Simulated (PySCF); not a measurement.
SrCl, SMILES [Cl][Sr+], charge +1. Atoms are numbered in the order given.

```xyz
2

Sr     0.0000     0.0000    -0.7630
Cl     0.0000     0.0000     1.7056
```
Charge +1, spin multiplicity 1.

Coordinates come from a PBE-D3(BJ)/def2-TZVPD optimisation. The spin state was assumed, not searched. The def2 effective core potentials stand for the cores of Sr; spin–orbit coupling is left out.

The numbers are results of PBE-D3(BJ)/def2-TZVPD (PySCF), not measurements.

Frequencies are harmonic and unscaled.

```tsv
mode	ν (cm⁻¹)	IR (km/mol)	moving atoms (share of kinetic energy)
1	359	62.9	Cl 71 %, Sr 29 %
```
